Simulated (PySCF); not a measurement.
**Orbital picture of HgCl**

PBE0 at R = 2.422 Å; Hg cc-pVDZ-PP with ECP60, Cl cc-pV(D+d)Z; scalar-relativistic core potentials (PySCF 2.14). State: ²Σ⁺ (doublet), unpaired electrons σ ↑. Only the outer orbitals are listed, counted within each symmetry, core potentials removing the inner ones.

```json
{"spin": "α", "orbital": "8σ", "occ.": "1", "ε (eV)": "-10.55", "on Hg (%)": "50", "main shells (%)": "49 Cl p, 39 Hg s, 11 Hg d"}
{"spin": "α", "orbital": "4π", "occ.": "1", "ε (eV)": "-8.58", "on Hg (%)": "5", "main shells (%)": "95 Cl p"}
{"spin": "α", "orbital": "4π", "occ.": "1", "ε (eV)": "-8.58", "on Hg (%)": "5", "main shells (%)": "95 Cl p"}
{"spin": "α", "orbital": "9σ", "occ.": "1", "ε (eV)": "-7.31", "on Hg (%)": "70", "main shells (%)": "55 Hg s, 30 Cl p, 13 Hg p"}
{"spin": "α", "orbital": "5π", "occ.": "0", "ε (eV)": "-1.00", "on Hg (%)": "98", "main shells (%)": "98 Hg p"}
{"spin": "α", "orbital": "5π", "occ.": "0", "ε (eV)": "-1.00", "on Hg (%)": "98", "main shells (%)": "98 Hg p"}
{"spin": "α", "orbital": "10σ", "occ.": "0", "ε (eV)": "0.49", "on Hg (%)": "100", "main shells (%)": "93 Hg p"}
{"spin": "β", "orbital": "8σ", "occ.": "1", "ε (eV)": "-9.76", "on Hg (%)": "53", "main shells (%)": "46 Cl p, 45 Hg s"}
{"spin": "β", "orbital": "4π", "occ.": "1", "ε (eV)": "-8.40", "on Hg (%)": "5", "main shells (%)": "95 Cl p"}
{"spin": "β", "orbital": "4π", "occ.": "1", "ε (eV)": "-8.40", "on Hg (%)": "5", "main shells (%)": "95 Cl p"}
{"spin": "β", "orbital": "9σ", "occ.": "0", "ε (eV)": "-4.59", "on Hg (%)": "66", "main shells (%)": "53 Hg s, 34 Cl p, 10 Hg p"}
{"spin": "β", "orbital": "5π", "occ.": "0", "ε (eV)": "-0.60", "on Hg (%)": "98", "main shells (%)": "98 Hg p"}
{"spin": "β", "orbital": "5π", "occ.": "0", "ε (eV)": "-0.60", "on Hg (%)": "98", "main shells (%)": "98 Hg p"}
```

Problem. Which are the highest filled and the lowest empty level, where do they sit, and how wide is the gap?

Solution. Highest filled α 9σ at -7.31 eV (in %: 55 Hg s, 30 Cl p, 13 Hg p); lowest empty β 9σ at -4.59 eV (in %: 53 Hg s, 34 Cl p, 10 Hg p); the gap at PBE0 is 2.72 eV.

```
bond order (Mayer)                               : 0.92
⟨S²⟩                                             : 0.756
charge on Hg (Mulliken, basis-dependent)         : 0.31
charge on Hg (Löwdin, basis-dependent)           : 0.13
dipole moment (positive dipole means Hg(−)Cl(+)) : -2.86 D
polarisability along the bond                    : 67.6 bohr³
polarisability across the bond                   : 35.3 bohr³
```

Spin–orbit coupling is left out. The state was picked by a PBE0 search and need not be the measured ground state.
